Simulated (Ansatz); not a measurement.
Cost and result for the atomization energy of C2H5FIn (`C[CH2][In][F]`) radical (9 atoms, 8 bonds).

```xyz
9

C     0.238   -0.356   -0.858
C    -0.762    0.396   -0.017
In    0.257    1.018    1.936
F     1.514   -0.480    2.317
H    -0.252   -0.778   -1.745
H     0.697   -1.180   -0.310
H     1.042    0.291   -1.217
H    -1.151    1.309   -0.464
H    -1.583   -0.219    0.357
```

The species carries charge 0 and has multiplicity 2. Correlated methods include outer-core shells of In, which these sets cover unevenly. In takes the def2 core potential. The structure was optimised at the PBE0-D4/def2-TZVP level. It is one conformer, not always the lowest. Program: Ansatz. All runs use 4 threads of an Intel Xeon on a shared host. Times are those of one run each, without the atoms' runs, and a repeat can differ threefold. Electronic energies, without spin–orbit coupling; frozen cores. CCSD(T)/CBS adds CCSD(T) − MP2 in def2-TZVPP to the MP2 limit, and its time is that of the two runs behind it. T1 = 0.018; ⟨S²⟩ of the reference is 0.81. With those shells the extrapolation isn't a true limit. B3LYP takes the VWN-RPA correlation (the form of Gaussian; ORCA's B3LYP/G). HSE06 is the plane-wave form, built on full-range PBE exchange.

CCSD(T)/CBS is a level of theory with its own doubt, some kJ/mol a heavy atom from the limit and from the frozen cores, so smaller differences don't rank the functionals.

| level | functions | wall time | atomization (kJ/mol) | difference from CCSD(T)/CBS | per bond |
| --- | --- | --- | --- | --- | --- |
| LDA (SPW92)/def2-TZVPP | 213 | 1.8 s | 3555.8 | 434.9 | 54.4 |
| revPBE-D4/def2-TZVPP | 213 | 3 s | 3105.0 | -15.9 | -2.0 |
| BLYP-D4/def2-TZVPP | 213 | 3.1 s | 3115.3 | -5.6 | -0.7 |
| PBE0-D4/def2-TZVPP | 213 | 4.4 s | 3119.6 | -1.3 | -0.2 |
| BHLYP-D4/def2-TZVPP | 213 | 4.8 s | 3023.3 | -97.6 | -12.2 |
| HSE06-D4/def2-TZVPP | 213 | 4.9 s | 3121.5 | 0.6 | 0.1 |
| B3LYP-D4/def2-TZVPP (with forces) | 213 | 5.5 s | 3113.8 | -7.1 | -0.9 |
| PBE-QIDH/def2-TZVPP | 213 | 6.5 s | 3092.6 | -28.3 | -3.5 |
| ωB97X-V/def2-TZVPP | 213 | 11 s | 3115.3 | -5.6 | -0.7 |
| CCSD(T)/def2-SVP | 93 | 13 s | 2955.3 | -165.6 | -20.7 |
| MP2/def2-QZVPP | 403 | 21 s | 3124.1 | 3.2 | 0.4 |
| CCSD(T)/def2-TZVPP | 213 | 4.9 min | 3040.8 | -80.1 | -10.0 |
| CCSD(T)/CBS(def2) | – | 5.3 min | 3120.9 | 0.0 | 0.0 |

The D4 term adds +25.9 kJ/mol with B3LYP and +13.4 kJ/mol with PBE0; it sums over pairs of atoms, weighted by their polarisabilities, and B3LYP, whose exchange is more repulsive, gets the larger term. From PBE to PBE0 (25 % exact exchange), in def2-TZVPP and without D4, the atomization energy moves by −58.1 kJ/mol: exact exchange takes away binding that semilocal exchange gives to molecules. At CCSD(T), def2-SVP lies −165.6 kJ/mol from the extrapolated value and def2-TZVPP −80.1 kJ/mol: correlation converges slowly with the basis, and small sets miss more of it in the bonded molecule than in its fragments.

Spin–orbit coupling would lower the free In atoms strongly, and the atomization energy with them, by more than many differences here.
